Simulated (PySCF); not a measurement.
## Working out the excitation energy of Ne²⁺

Ne²⁺ [He] 2s2 2p4 (3P) → Ne²⁺ [He] 2s1 2p5 (3P). Calculation: PySCF 2.14, in x2c-QZVPPall; scalar relativity by spin-free X2C-1e. Frozen: nothing. Energies in hartree (1 hartree = 27.21139 eV):

```json
{"part": "UHF", "Ne²⁺ (lower)": "-126.519992", "Ne²⁺ (upper)": "-125.541047"}
{"part": "MP2 opposite-spin", "Ne²⁺ (lower)": "-0.140492", "Ne²⁺ (upper)": "-0.173670"}
{"part": "MP2 same-spin", "Ne²⁺ (lower)": "-0.039674", "Ne²⁺ (upper)": "-0.045410"}
```

Problem. What does Hartree-Fock give?

Solution. (-125.541047) − (-126.519992) = 0.978945 hartree = 26.638 eV.

Problem. What do MP2 and SCS-MP2 (6/5 opposite-spin, 1/3 same-spin) give?

Solution. The opposite-spin parts differ by -0.903 eV and the same-spin parts by -0.156 eV. MP2: 26.638 + (-0.903) + (-0.156) = 25.579 eV. SCS-MP2: 26.638 + 1.2 × (-0.903) + (-0.156)/3 = 25.502 eV.
